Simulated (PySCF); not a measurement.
# Computed properties of Te(Et)(SiH3) (C2H8SiTe), SMILES CC[Te][SiH3]

Te(Et)(SiH3) (C2H8SiTe), SMILES CC[Te][SiH3]. Geometry optimised at B3LYP-D3(BJ)/def2-SVP. This is a generated structure with no PubChem entry under its InChIKey; it may be hypothetical. The def2 effective core potentials stand for the cores of Te; spin–orbit coupling is left out. One conformer was computed; it need not be the lowest. All values are computed for the isolated molecule unless a solvent is named; none is compared with measurement here.

**Structure.** All 30 harmonic modes at B3LYP-D3(BJ)/def2-SVP (PySCF) are real, so it is a minimum. With heavy atoms numbered as in [Te:1]([CH2:2][CH3:3])[SiH3:9], the shortest bond between them is C2–C3 at 1.520 Å and the longest Te1–Si9 at 2.514 Å.

**Vibrations.** The strongest infrared lines (harmonic, unscaled, degenerate partners summed) lie at 891 cm⁻¹ (370 km/mol, H 92 %), 2213 cm⁻¹ (100 km/mol, H 96 %), 2232 cm⁻¹ (90 km/mol, H 96 %). The softest mode is at 45 cm⁻¹ and the zero-point energy is 56.5 kcal/mol.

**Electronic structure.** r2SCAN/def2-TZVP (PySCF) places the frontier levels at -5.33 and -1.43 eV, a gap of 3.90 eV, and gives a dipole moment of 1.46 D and a mean polarisability of 94.4 bohr³. PBE/def2-TZVP (PySCF) at the same geometry gives -5.11 and -1.63 eV, so its gap is 0.42 eV narrower. An orbital gap is neither the optical nor the fundamental gap.

**Excitations.** TDA-PBE0/def2-SVPD (PySCF) has S1 at 3.84 eV (323 nm, f = 0.003, weak); the most intense of the 10 singlets computed lies at 6.64 eV (f = 0.09). T1 (TDA) is at 3.39 eV, 0.45 eV under S1. TDA-PBE/def2-SVPD (PySCF) puts S1 at 3.62 eV. No vertical singlet excitation falls in the visible range (under 3.1 eV).
